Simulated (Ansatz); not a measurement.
Consider the ligand exchange at the Si–C bond: `NC([SiH3])[SiH2]Cl` + `[CH3][Al]([OH])[OH]` → `[CH3][Al]([OH])[O][SiH3]` + `NC[SiH2]Cl`.

Program: Ansatz. Geometries: PBE0-D4/def2-TZVP. ΔE: electronic, gas phase. CCSD(T)/CBS is the MP2 limit (def2-TZVPP, def2-QZVPP) plus CCSD(T) − MP2 in def2-TZVPP, frozen cores. DFT in def2-TZVPP. B3LYP here is the variant with VWN-RPA as its local correlation; programs differ in this. One conformer a species, not always the lowest.

```tsv
level	ΔE (kcal/mol)	difference from CCSD(T)/CBS
PBE-D4	-24.0	4.3
r2SCAN-D4	-27.8	0.5
PBE0-D4	-26.2	2.1
B3LYP-D4	-28.7	-0.4
ωB97X-V	-28.5	-0.2
ωB97M-V	-27.9	0.4
B2PLYP	-30.3	-2.0
PBE	-25.3	3.0
r2SCAN	-28.1	0.2
PBE0	-27.4	0.9
B3LYP	-30.8	-2.5
HF/def2-TZVPP	-37.2	-8.9
MP2/def2-TZVPP	-28.4	-0.1
SCS-MP2/def2-TZVPP	-30.2	-1.9
CCSD/def2-TZVPP	-29.9	-1.6
CCSD(T)/def2-TZVPP	-28.5	-0.2
HF/def2-QZVPP	-37.7	-9.4
MP2/def2-QZVPP	-28.4	-0.1
SCS-MP2/def2-QZVPP	-30.2	-1.9
HF/CBS(def2)	-37.8	-9.5
MP2/CBS(def2)	-28.1	0.2
CCSD/CBS(def2)	-29.6	-1.3
CCSD(T)/CBS	-28.3	0
```

Largest T1 diagnostic among the species: 0.012.

The D4 term adds +2.2 kcal/mol with B3LYP and +1.1 kcal/mol with PBE0; it sums over pairs of atoms, weighted by their polarisabilities, and B3LYP, whose exchange is more repulsive, gets the larger term. From PBE to PBE0 (25 % exact exchange), in def2-TZVPP and without D4, ΔE moves by −2.0 kcal/mol. In def2-TZVPP, CCSD(T) changes the Hartree–Fock value by +8.7 kcal/mol (the triples alone add +1.4 kcal/mol) and MP2 by +8.8 kcal/mol.
